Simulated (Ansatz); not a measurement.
`N=[CH][Al]1[CH2][CH2]1` + H₂ → `[CH2]1[CH2][AlH]1` + `C=N` at 400 K and 1 bar (hydrogenolysis of the Al–C bond).

Isolated molecules relaxed with PBE0-D4/def2-TZVP in Ansatz; ΔE leaves out vibrations. CCSD(T)/CBS adds triple-zeta CCSD(T) − MP2 to the extrapolated MP2 energy (def2 sets, frozen cores). This one scheme is used for every species. Each species was taken in one conformer, which may not be the lowest.

```json
{"species": "`N=[CH][Al]1[CH2][CH2]1`", "CCSD(T)/CBS energy (Eh)": "-414.38872", "H − E (kJ/mol)": "248.6", "S (J/(mol·K))": "379.0"}
{"species": "H₂", "CCSD(T)/CBS energy (Eh)": "-1.17544", "H − E (kJ/mol)": "38.0", "S (J/(mol·K))": "139.0"}
{"species": "`[CH2]1[CH2][AlH]1`", "CCSD(T)/CBS energy (Eh)": "-321.05314", "H − E (kJ/mol)": "173.7", "S (J/(mol·K))": "294.8"}
{"species": "`C=N`", "CCSD(T)/CBS energy (Eh)": "-94.52360", "H − E (kJ/mol)": "119.4", "S (J/(mol·K))": "238.9"}
```

H − E and S are ideal-gas, rigid-rotor, harmonic terms from PBE0-D4/def2-TZVP, for one conformer and one mirror image of each species. The MP2-based limit puts H₂ 0.8 mEh under its directly extrapolated value; such offsets cancel only in part. 1 Eh = 2625.50 kJ/mol, R = 8.31446 J/(mol·K).

By hand: ΔE, ΔH, ΔS and ΔG.

ΔE = (-321.05314) + (-94.52360) − (-414.38872) − (-1.17544) = -0.01258 Eh = -33.0 kJ/mol. Δ(H − E) = 173.7 + 119.4 − 248.6 − 38.0 = 6.5, so ΔH = -26.5 kJ/mol. ΔS = 294.8 + 238.9 − 379.0 − 139.0 = 15.7 J/(mol·K). ΔG = -26.5 − 400 × (15.7)/1000 = -32.8 kJ/mol.

By hand: the equilibrium constant, and the temperature at which ΔG would vanish if ΔH and ΔS stayed fixed.

log₁₀ K = −ΔG/(RT ln 10) = 4.3. ΔH and −TΔS have one sign here, so there is no such temperature.

ΔH outweighs TΔS. A doubt of 5 kJ/mol in ΔE shifts log₁₀ K by 0.7 here. Other conformers and mirror images would add mixing entropy, several J/(mol·K) or more a flexible species. Modes under 60 cm⁻¹, often nearly free rotors, make the harmonic entropy too high. These are equilibria of isolated gas molecules and say nothing of rates. Largest T1 diagnostic: 0.013 (customary marks: 0.02 for closed shells, 0.045 for open ones).
